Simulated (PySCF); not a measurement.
**Two-component Hartree-Fock for Hf⁴¹⁺ (hafnium, charge +41)**

Start: [Ar] 3d10 4s2 4p1; 4p1/2 filled at m_j = +1/2. Calculated with PySCF 2.14 in an uncontracted even-tempered set (16 s from 5 bohr⁻², ratio 2.8; 13 p from 6.5 bohr⁻², ratio 2.8; 8 d from 12 bohr⁻², ratio 2.8; 4 f from 28 bohr⁻², ratio 3): generalised Hartree-Fock with the X2C-1e Hamiltonian and a Gaussian nucleus; one run each with spin-orbit coupling (SO) switched off, then screened by Boettger's factors.

```tsv
spinor shell	electrons	ε, spin-free (eV)	ε, screened SO (eV)	weight of nominal j (screened SO)	rms radius, screened SO (bohr)
1s1/2	2	-67640.5	-67620.5	1.000	0.0215
2s1/2	2	-13289.4	-13282.3	1.000	0.0867
2p1/2	2	-11907.1	-12758.6	1.000	0.0738
2p3/2	4	-11907.1	-11555.7	1.000	0.0810
3s1/2	2	-4473.9	-4470.8	1.000	0.220
3p1/2	2	-4050.0	-4242.8	1.000	0.211
3p3/2	4	-4050.0	-3967.7	1.000	0.224
3d3/2	4	-3563.6	-3597.5	1.000	0.197
3d5/2	6	-3563.6	-3537.6	1.000	0.200
4s1/2	2	-2094.4	-2093.4	1.000	0.462
4p1/2	1	-1956.2	-2016.0	1.000	0.451
```

```csv
quantity,spin-free,screened SO
E (hartree),-13984.21416,-14001.67480
M_J,1/2,1/2
⟨J²⟩,1.106,0.751
⟨L²⟩,2.004,2.050
⟨S²⟩,0.751,0.797
```

Each row is a mean over spinors that exchange with the open shell spreads, by up to 6.570 eV (3p1/2).

Breit and QED terms are absent; they matter most for the inner s and p1/2 levels.

Densities and radii are taken from the X2C orbitals without a picture-change correction, which distorts them close to the nucleus.

Without spin-orbit coupling the j labels of p, d and f shells carry no meaning; the spin-free column gives the mean over the occupied spinors of each nl shell, and its ⟨J²⟩ belongs to a mixture of degenerate components.
